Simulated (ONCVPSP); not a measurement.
How hard is this Pr (Z = 59) ONCV potential?

- Element: Pr (Z = 59)
- Generator: ONCVPSP 4.0.1
- Type: optimised norm-conserving Vanderbilt (ONCV)
- Functional: PBE
- Relativity: scalar-relativistic
- Frozen core: [Kr] 4d10
- Valence charge: 13
- Reference configuration: 4f3 5s2 5p6 6s1 (charge +1)
- Partial waves: 5s+6s: rc 2.85 bohr, ncon 4, nbas 7, qcut 4.9 1/bohr, 2 projectors; 5p: rc 2.60 bohr, ncon 4, nbas 8, qcut 5.2 1/bohr, 3 projectors, debl 1 Ha; d scattering state at 0.28 Ha: rc 2.50 bohr, ncon 3, nbas 7, qcut 4.4 1/bohr, 1 projector; 4f: rc 1.30 bohr, ncon 3, nbas 7, qcut 10.9 1/bohr, 2 projectors, debl 3.3 Ha
- Local potential: polynomial inside 1.20 bohr (lpopt 3, dvloc0 -1 Ha)
- Core correction: Teter function, fcfact 3.5, rcfact 1.7

In the p channel the program set the typed energies aside and used -1.004, 0.250, 1.250 Ha. In the d channel the program set the typed energies aside and used 0.050 Ha.

Problem. For each optimised wave give the share of its norm inside rc, the residual kinetic energy above qcut (Ha) and the cutoffs (Ha) for errors of 10, 1, 0.1 and 0.01 mHa per electron.

Solution.

| wave | norm inside rc | residual KE | 10 mHa | 1 mHa | 0.1 mHa | 0.01 mHa |
| --- | --- | --- | --- | --- | --- | --- |
| 5s | 0.986 | 7.4e-08 | 2.4 | 6.1 | 8.1 | 9.4 |
| 6s | 0.161 | 5.5e-07 | 2.0 | 6.4 | 8.6 | 10.4 |
| 5p | 0.904 | 4.4e-07 | 3.9 | 5.2 | 8.7 | 11.1 |
| p projector 2 | 0.079 | 2.1e-06 | 3.5 | 5.0 | 9.5 | 12.0 |
| p projector 3 | 0.208 | 4.2e-05 | 4.5 | 8.7 | 12.7 | 18.4 |
| d projector 1 | 0.152 | 1.7e-06 | 4.1 | 6.0 | 7.5 | 8.8 |
| 4f | 0.687 | 3.9e-04 | 49.4 | 56.2 | 130.7 | not reached |
| f projector 2 | 0.081 | 1.6e-03 | 52.1 | 63.3 | 159.7 | 260.7 |

The occupied waves need 56 Ha and 131 Ha for 1 and 0.1 mHa. Note: ghosts flagged at negative energy: s at -33.4 eV; GHOST(+) flagged for p at 161.4 eV. A true bound ghost makes a file unfit for plane-wave use. Tests left out (the all-electron energies of this program are off by 10 to 40 meV for near-neutral 4f atoms).
